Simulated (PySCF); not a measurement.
Gas-phase equilibrium of 1 mol H₂O, 18 mol O₂ at 2000 K and 1.00 bar, among 9 species (O₂, O, HO₂, H₂O, H, H₂O₂, O₃, H₂, OH). Only gases are allowed; each row takes one source of thermochemistry for all species, and Cantera finds the minimum.

Energies from PySCF (xtb for GFN2), thermal terms from the rigid-rotor harmonic-oscillator model, ideal gas at 1 bar. The comparison is the NASA 1993 polynomial table, which mixes measured and estimated data. After a fit of one offset per element over all species, the range-separated, M06-2X, PBE0/def2-QZVP and CCSD(T)/def2-TZVPP enthalpies, where run, lie to one side of the table for O₃ (+19 kJ/mol): a fault of the table's entry, another state or a shared error of the levels is possible; this was not checked at source. † marks an energy on the PBE0/def2-TZVP geometry and frequencies; other levels use their own. CCSD(T) freezes the core. 6-31G* has spherical d functions here. Open shells (unrestricted) among the columns below: O₂ (multiplicity 3), O (multiplicity 3, electronic degeneracy 9), HO₂ (multiplicity 2), H (multiplicity 2), OH (multiplicity 2, electronic degeneracy 4); the rest are closed-shell singlets. GFN2 has no spin-polarisation term. Spin-orbit splitting is ignored; it lowers the true energy and changes the entropy of O, OH. CCSD(T) isn't extrapolated to the basis-set limit. The harmonic model lacks anharmonicity and excited electronic states, which grow with temperature; levels with a mode under 35 cm⁻¹ are left out. Strong static correlation: O₃. The table's entry may be an old estimate for HO₂, OH (not checked at source). Warning, large T1 diagnostic: O₃ (CCSD(T)/def2-TZVPP†).

Molecules larger than those listed are left out.

Mole fractions:

```csv
thermochemistry,x O,x O₂,x O₃,x H₂O,x OH,x H₂,x H,x HO₂
table,0.00065,0.95,5.3e-8,0.051,0.0021,1.5e-5,6.4e-6,6.3e-6
CCSD(T)/def2-TZVPP†,0.0017,0.94,8.7e-9,0.051,0.0035,2.3e-5,9.4e-6,5.6e-6
GFN2-xTB,2.3e-10,0.15,0.78,0.069,6.9e-5,2.1e-7,1.2e-7,0.0029
HF/6-31G*,0.96,0.00020,<1e-12,0.0048,0.028,0.0058,0.0045,5.0e-9
PBE0/def2-QZVP†,0.00044,0.95,1.3e-9,0.051,0.0028,2.9e-5,1.8e-5,8.1e-6
PBE0/def2-SVP†,0.00031,0.95,5.2e-10,0.051,0.0022,0.00013,4.9e-5,9.2e-6
LDA/def2-TZVP†,7.6e-7,0.95,8.9e-7,0.053,8.8e-5,1.8e-5,4.6e-6,1.5e-5
```
The most sensitive of these is O₃: it spans a factor of 10^11.9 over these rows; at this temperature one factor of ten is RT ln 10 = 38 kJ/mol.
